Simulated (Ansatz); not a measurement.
`ClBCl` + `O[SiH3]` → `[SiH3]OBCl` + HCl at 500 K and 1 bar (ligand exchange at a B–Cl bond).

Program: Ansatz. Geometries: PBE0-D4/def2-TZVP. ΔE: electronic, gas phase. CCSD(T)/CBS is the MP2 limit (def2-TZVPP, def2-QZVPP) plus CCSD(T) − MP2 in def2-TZVPP, frozen cores. This one scheme is used for every species. Each species was taken in one conformer, which may not be the lowest.

```tsv
species	CCSD(T)/CBS energy (Eh)	H − E (kJ/mol)	S (J/(mol·K))
`ClBCl`	-945.02167	62.1	296.7
`O[SiH3]`	-366.69042	127.5	292.9
`[SiH3]OBCl`	-851.35221	154.5	376.2
HCl	-460.38127	32.5	201.9
```

H − E and S are ideal-gas, rigid-rotor, harmonic terms from PBE0-D4/def2-TZVP, for one conformer and one mirror image of each species. 1 Eh = 2625.50 kJ/mol, R = 8.31446 J/(mol·K).

Task: By hand: ΔE, ΔH, ΔS and ΔG.

Result: ΔE = (-851.35221) + (-460.38127) − (-945.02167) − (-366.69042) = -0.02139 Eh = -56.2 kJ/mol. Δ(H − E) = 154.5 + 32.5 − 62.1 − 127.5 = -2.6, so ΔH = -58.8 kJ/mol. ΔS = 376.2 + 201.9 − 296.7 − 292.9 = -11.5 J/(mol·K). ΔG = -58.8 − 500 × (-11.5)/1000 = -53.0 kJ/mol.

Task: By hand: the equilibrium constant, and the temperature at which ΔG would vanish if ΔH and ΔS stayed fixed.

Result: log₁₀ K = −ΔG/(RT ln 10) = 5.5. ΔG = 0 at ΔH/ΔS = 5113 K, far beyond where these terms or the molecules hold.

The number of gas molecules stays the same, so ΔS is small and ΔH decides. A doubt of 5 kJ/mol in ΔE shifts log₁₀ K by 0.5 here. Other conformers and mirror images would add mixing entropy, several J/(mol·K) or more a flexible species. These are equilibria of isolated gas molecules and say nothing of rates. Largest T1 diagnostic: 0.012 (customary marks: 0.02 for closed shells, 0.045 for open ones).
